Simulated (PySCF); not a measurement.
These are B3LYP-D3(BJ)/def2-TZVP (PySCF 2.14.0) values and carry that method's errors. Gas-phase values, no solvent. B3LYP has the VWN-RPA correlation part, as in Gaussian. 

Reference species (SMILES): `[InH2]` (neutral, multiplicity 2).

```json
{
  "dipole_moment": "0.54 D"
}
```

Changed species: `[Cl][In][Cl]` (radical fragment; the reference has radical fragment).

What does the change do to the dipole moment?

the dipole moment goes up by 2.08 D, to 2.62 D.
